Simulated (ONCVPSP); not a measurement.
## Before and after: ONCV potential for As

ONCVPSP 4.0.1 input, shortened (lines: element, Z, core and valence counts, functional; n l f; lmax; l rc ep ncon nbas qcut; lloc lpopt rc5 dvloc0; l nproj debl; icmod fcfact rcfact), PBEsol, scalar-relativistic:

```
  As 33.00    5    3  -116133      upf
    1    0    2.00
    2    0    2.00
    2    1    6.00
    3    0    2.00
    3    1    6.00
    3    2   10.00
    4    0    2.00
    4    1    3.00
    2
    0    1.70    0.00    4    7    3.00
    1    2.15    0.00    4    8    4.10
    2    0.80    0.00    4    9   22.00
    4    5    0.60    3.00
    0    2    2.10
    1    1    3.60
    2    2    2.20
    3    3.25    1.50
```

Change: all radii but the core radius scaled by about 1.20 (s 2.04, p 2.58, d 0.96 bohr); local potential polynomial inside 0.72 bohr (lpopt 5, dvloc0 3 Ha).

Cutoffs: the cutoffs (Ha) at which the residual kinetic energy of the hardest occupied pseudo-wave falls to 1 and 0.1 mHa per electron; they do not see the model core or the augmentation charge, which bear on the density cutoff. Errors are all-electron minus pseudo energies relative to the spin-unpolarised reference configuration.

Task: What does the change do?

Result: The potential gets softer (174 Ha and 197 Ha → 148 Ha and 168 Ha); both files keep a bound ghost (p, s); the number of tests with a reliable result goes from 4 to 0. A larger radius leaves more room for a smooth pseudo-wave, so fewer plane waves are needed.

```tsv
quantity	base	changed
cutoff, loose	174 Ha	148 Ha
cutoff, tight	197 Ha	168 Ha
loose cutoff by channel	s 35 Ha, p 4.1 Ha, d 174 Ha	s 23 Ha, p 3.4 Ha, d 148 Ha
bound ghosts	s, p	s, p
GHOST(+) flags under 300 eV	none	none
tests with a reliable result	4 of 4	0 of 4
rms error of d²Exc/dni dnj with the model core, mHa	2.28	4.50
```

 A true bound ghost makes a file unfit for plane-wave use even where its test errors are small: the radial tests pick states by their node count and pass the ghost by.
